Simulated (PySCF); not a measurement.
Work out the structure from these simulated measurements.

Formula: CH2F3OSi; charge -1.

| Item | Value |
| --- | --- |
| 1H NMR | chemical shifts (computed TMS as zero) by class: 5.73 (1 H), 0.68 (1 H) ppm [GIAO B3LYP/pcSseg-2] |
| NMR, other nuclei | isotropic shieldings of nuclei other than C and H, by class: 312 (1 O), 249 (3 F), 316 (1 Si) ppm [GIAO B3LYP/pcSseg-2] |
| XPS | Si2p3/2 100.8, C1s 291.6, O1s 532.8, F1s 688.6 (×3), Si1s 1840.7 eV [ΔSCF SCAN, pcX-2 on the ionised atom, pcseg-1 elsewhere, spin-free X2C, 2p3/2 from a spin–orbit splitting computed afterwards within the 2p shell] |
| Rotational structure | rotational constants A, B, C: 4.337, 2.084, 1.899 GHz [PBE0-D3(BJ)/def2-SVP] |
| 13C NMR | chemical shifts (computed TMS as zero) by class: 159.7 (1 C) ppm [GIAO B3LYP/pcSseg-2] |

Gas-phase values; electronic properties from PySCF, density fitting. Levels stand in brackets. Isolated species at its PBE0-D3(BJ)/def2-SVP geometry (one conformer only). No diffuse functions stand in pcSseg-2, which bears on an anion's orbital energies. NMR classes are plain means over equivalent atoms (diastereotopic ones count apart unless rotation or inversion swaps them), as if these changed places fast.

Question: What is the compound? Reason from the data.

Answer: Numbering: `[OH:1][SiH-:2][C:3]([F:4])([F:5])[F:6]`. The one carbon: CF3 carbon [C3] (159.7 ppm). Hydrogen classes from least to most shielded: 1 H on a silicon bonded to C, O and H, Si2 (5.73 ppm), 1 H on a silanol oxygen, O1 (0.68 ppm). The other shieldings belong to: 312 ppm, silanol oxygen [O1]; 249 ppm, fluorine of a CF3 group [F4/F5/F6]; 316 ppm, silicon bonded to C, O and H [Si2]. The core levels belong to: Si2p3/2 100.8 eV, silicon bonded to C, O and H [Si2]; C1s 291.6 eV, CF3 carbon [C3]; O1s 532.8 eV, silanol oxygen [O1]; F1s 688.6 eV, fluorine of a CF3 group [F4/F5/F6]; Si1s 1840.7 eV, silicon bonded to C, O and H [Si2]. One atom of each topological class was ionised and stands for its class. The optimised geometry has point group C1 and is an asymmetric top. Structure: `O[SiH-]C(F)(F)F`. The assignments are read from this structure; whether some other isomer fits the data as well wasn't checked.

Shape of the structure used: `[OH:1][SiH-:2][C:3]([F:4])([F:5])[F:6]`: O1–Si2–C3–F4 -157°, H–O1–Si2–C3 41°.
